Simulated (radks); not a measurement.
Initial-state core-level shifts of neutral nickel when its valence configuration changes from [Ar] 3d8 4s2. Calculated with a radial shooting solver on a logarithmic mesh with Libxc functionals: non-relativistic Kohn-Sham, PBE, spin-polarised, spherical densities, point nucleus; open shells are filled with parallel spins first. Shifts are changes of the shell-averaged eigenvalues in eV (positive: less bound); the change of the density at the nucleus, which sets a Mossbauer isomer shift, is in e/bohr^3, on a base of 1.496e+04.

valence              1s       2s       2p      3p  density at nucleus
3d8 4s1 4p1      -1.557   -1.488   -1.491  -1.559              -4.749
3d9 4s1          +5.172   +5.732   +5.675  +5.101              -7.087
3d8.5 4s1.5      +2.782   +3.089   +3.059  +2.715              -3.883
3d10             +8.313   +9.247   +9.149  +8.356             -12.042
3d8 4s1.5 4p0.5  -0.886   -0.847   -0.850  -0.884              -2.246
3d9 4s0.5 4p0.5  +4.177   +4.808   +4.746  +4.094              -9.313
3d7 4s2 4p1      -8.347   -9.085   -9.013  -7.918              +4.694
3d9 4p1          +3.283   +3.983   +3.916  +3.188             -11.733
3d7 4s1 4p2      -9.458  -10.174  -10.100  -9.017              -1.528
